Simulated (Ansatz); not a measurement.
Problem. Name a neutral molecule of O, Sn and H with zero-point energy (PBE0-D4/def2-TZVP) between 85 and 101 kJ/mol and HOMO energy (ωB97M-V/def2-TZVPP) between -10.65 and -10.35 eV (Ansatz, PBE0-D4/def2-TZVP geometry).

Solution. `[OH][SnH3]` (86.6 kJ/mol, -10.56 eV). Other molecules can fit too; these were computed, each in one conformer that needn't be the lowest.
